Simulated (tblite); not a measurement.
Species: C3H7FOSSi.
SMILES with atom numbers: `[CH2:1]=[CH:2][O:3][Si@@H:4]([F:5])[S:6][CH3:7]` (hydrogens: H8, H9 on C1; H10 on C2; H11 on Si4; H12, H13, H14 on C7)

Computed with GFN2-xTB (tblite), gas phase: Langevin dynamics at 300 K from the optimised GFN2-xTB geometry, time step 0.5 fs, friction 0.01 fs⁻¹, 2000 steps.

Start geometry:
```
atom  x, y, z in Å
C1      2.618   -0.749   -0.218
C2      2.433    0.528    0.051
O3      1.280    1.087    0.471
Si4    -0.173    0.515    0.853
F5     -0.961    1.874    1.165
S6     -1.132   -0.475   -0.769
C7     -2.867   -0.323   -0.231
H8      1.818   -1.463   -0.127
H9      3.573   -1.109   -0.549
H10     3.217    1.269   -0.043
H11    -0.205   -0.257    2.077
H12    -3.025   -0.917    0.663
H13    -3.480   -0.700   -1.042
H14    -3.096    0.720   -0.040
```

The statistics below take the 31 frames saved every 25 fs from 250 to 1000 fs; their kinetic temperature (all 3N coordinates) averages 284 K.

**Question.** Give the mean, spread and extremes of the bond lengths.

**Answer.** 
```
   bond  start (Å)  mean (Å)  standard deviation (Å)  shortest (Å)  longest (Å)
  C1=C2      1.319     1.319                   0.013         1.287        1.352
  C2–O3      1.348     1.353                   0.027         1.291        1.403
 O3–Si4      1.607     1.610                   0.037         1.539        1.694
 Si4–F5      1.602     1.607                   0.026         1.546        1.670
 Si4–S6      2.129     2.146                   0.057         2.044        2.282
  S6–C7      1.823     1.829                   0.038         1.750        1.901
  C1–H8      1.076     1.080                   0.028         1.040        1.148
  C1–H9      1.073     1.077                   0.024         1.033        1.123
 C2–H10      1.083     1.087                   0.030         1.022        1.147
Si4–H11      1.448     1.453                   0.035         1.390        1.542
 C7–H12      1.085     1.086                   0.028         1.031        1.155
 C7–H13      1.084     1.092                   0.038         1.024        1.161
 C7–H14      1.084     1.089                   0.035         1.027        1.158
```

**Question.** Give the same statistics for bond angles, one of each kind among heavy atoms.

**Answer.** 
```tsv
angle	start (°)	mean (°)	standard deviation (°)	smallest (°)	largest (°)
C1–C2–O3	125.8	125.4	3.7	117.4	131.5
C2–O3–Si4	134.4	137.5	8.2	124.1	151.5
O3–Si4–F5	100.9	102.0	2.9	98.0	108.7
O3–Si4–S6	113.0	113.1	4.1	105.2	123.7
F5–Si4–S6	108.8	107.6	3.9	100.7	115.5
Si4–S6–C7	99.5	100.4	3.2	93.8	106.7
```

**Question.** How far does each atom move about its mean position (frames aligned on the start, all atoms weighted alike), and what rms force does it feel?

**Answer.** 
```tsv
atom	rms displacement (Å)	rms force (eV/Å)
C1	0.18	1.52
C2	0.17	1.56
O3	0.24	1.42
Si4	0.15	1.79
F5	0.26	0.77
S6	0.27	1.12
C7	0.10	2.06
H8	0.51	0.94
H9	0.27	0.90
H10	0.49	1.02
H11	0.31	0.69
H12	0.37	1.06
H13	0.38	1.34
H14	0.35	1.30
```

The displacements run from 0.10 to 0.51 Å, the largest at H8.

**Question.** Follow the torsions C1–C2–O3–Si4, C2–O3–Si4–F5 and O3–Si4–S6–C7 through every second one of these frames.

**Answer.** 
```tsv
t (fs)	C1–C2–O3–Si4 (°)	C2–O3–Si4–F5 (°)	O3–Si4–S6–C7 (°)
250	40	-169	-143
300	-12	-140	-149
350	-38	-139	-146
400	-16	-160	-134
450	3	-177	-132
500	23	170	-143
550	5	-173	-165
600	-25	-134	-175
650	-19	-131	178
700	48	-177	-175
750	37	-178	-159
800	9	-160	-159
850	-30	-150	-171
900	-25	-164	-165
950	-24	-165	-159
1000	-10	170	-162
```

Largest departure from the start value over all these frames: C1–C2–O3–Si4 49° (start 3°), C2–O3–Si4–F5 59° (start -177°), O3–Si4–S6–C7 28° (start -157°).

The run is classical and short, so these are rough statistics of one trajectory.

What follows is the cost of the whole dynamics run. The run took 14 s on one thread, Intel Xeon Platinum 8488C (x86_64), shared host with 192 logical CPUs at a one-minute load of 58, and the process peaked at 0.18 GiB of memory.
